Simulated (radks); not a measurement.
Effect of the nuclear size on neutral germanium, [Ar] 3d10 4s2 4p2. Method: Dirac Kohn-Sham, PBE, spin-unpolarised, spherical densities, finite nucleus; open shells fill j = l - 1/2 first; Fermi nuclear charge, rms radius 4.0742 fm; computed with a radial shooting solver on a logarithmic mesh with Libxc functionals. The rms radius is varied about that value; shifts are against it.

| rms radius (fm) | total energy shift (eV) | density at nucleus (e/bohr^3) | 1s1/2 shift (meV) | 2s1/2 shift (meV) | 2p1/2 shift (meV) | 3s1/2 shift (meV) | 3p1/2 shift (meV) |
|---|---|---|---|---|---|---|---|
| 3.4101 | -0.102 | 3.208e+04 | -43.3 | -4.22 | 0.342 | -0.629 | 0.062 |
| 3.9235 | -0.0246 | 3.18e+04 | -10.4 | -1.02 | 0.083 | -0.152 | 0.015 |
| 4.0742 | 0 | 3.172e+04 | 0.000 | 0.000 | 0.000 | 0.000 | 0.000 |
| 4.3146 | 0.0410 | 3.161e+04 | 17.4 | 1.70 | -0.138 | 0.253 | -0.025 |
| 4.6853 | 0.109 | 3.144e+04 | 46.1 | 4.50 | -0.365 | 0.671 | -0.066 |

Slopes of the eigenvalues against <r^2> in GHz/fm^2, as finite differences over the two radii next to the reference (eigenvalue slopes, not the field-shift constants of lines): 1s1/2 2090, 2s1/2 204, 2p1/2 -16.6, 3s1/2 30.4, 3p1/2 -3.01.
